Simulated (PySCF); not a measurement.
SMILES C#C/C=C/C=C/C(C)=O, C8H8O

Geometry:
| atom | x (Å) | y (Å) | z (Å) |
| --- | --- | --- | --- |
| C1 | 4.800 | 0.193 | 0.771 |
| C2 | 3.696 | -0.139 | 0.387 |
| C3 | 2.422 | -0.548 | -0.075 |
| C4 | 1.258 | 0.061 | 0.257 |
| C5 | -0.020 | -0.384 | -0.231 |
| C6 | -1.201 | 0.192 | 0.075 |
| C7 | -2.470 | -0.343 | -0.479 |
| C8 | -3.731 | 0.375 | -0.073 |
| O9 | -2.487 | -1.304 | -1.219 |
| H10 | 5.774 | 0.490 | 1.113 |
| H11 | 2.395 | -1.416 | -0.745 |
| H12 | 1.281 | 0.928 | 0.926 |
| H13 | -0.050 | -1.252 | -0.902 |
| H14 | -1.243 | 1.062 | 0.739 |
| H15 | -3.679 | 1.435 | -0.371 |
| H16 | -3.842 | 0.358 | 1.024 |
| H17 | -4.600 | -0.101 | -0.542 |

Computed, not measured: quadratic response CAM-B3LYP/aug-cc-pVDZ first hyperpolarisability, Taylor convention, gas phase (PySCF). Geometry: PBE0-D3(BJ)/def2-SVP.

**Question.** Give the tensor of the second harmonic β(−2ω;ω,ω) at 1064 nm in the axes of these coordinates.

**Answer.** In au, Taylor convention; rows are the first index (the induced dipole):
```tsv
	xx	yy	zz	xy	xz	yz
x	+2008.1	-23.6	+29.0	+168.8	+370.9	+42.0
y	+125.5	-69.4	-13.9	-20.2	+32.5	-12.2
z	+336.7	-12.8	-59.6	+37.4	+31.1	-12.6
```
Norm of βᵢ = ⅓ Σⱼ (βᵢⱼⱼ + βⱼᵢⱼ + βⱼⱼᵢ): 2038.8 au, hyper-Rayleigh value 863.5 au.
